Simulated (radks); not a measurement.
Effect of the nuclear size on neutral arsenic, [Ar] 3d10 4s2 4p3. Calculated with a radial shooting solver on a logarithmic mesh with Libxc functionals: Dirac Kohn-Sham, BLYP, spin-unpolarised, spherical densities, finite nucleus; open shells are shared between the two j in proportion to 2j + 1; Fermi nuclear charge, rms radius 4.0968 fm. The rms radius is varied about that value; shifts are against it.

rms radius (fm)  total energy shift (eV)  density at nucleus (e/bohr^3)  1s1/2 shift (meV)  2s1/2 shift (meV)  3s1/2 shift (meV)  3p1/2 shift (meV)  4s1/2 shift (meV)
3.3389                            -0.134                      3.607e+04              -56.7              -5.59             -0.847              0.082             -0.070
3.7486                           -0.0645                      3.579e+04              -27.4              -2.70             -0.409              0.040             -0.034
4.0968                                 0                      3.557e+04              0.000              0.000              0.000              0.000              0.000
4.4123                            0.0631                      3.539e+04               26.8               2.64              0.400             -0.039              0.033
4.7236                             0.130                      3.523e+04               55.0               5.42              0.822             -0.080              0.068

Slopes of the eigenvalues against <r^2> in GHz/fm^2, as finite differences over the two radii next to the reference (eigenvalue slopes, not the field-shift constants of lines): 1s1/2 2420, 2s1/2 238, 3s1/2 36.1, 3p1/2 -3.51, 4s1/2 2.99.
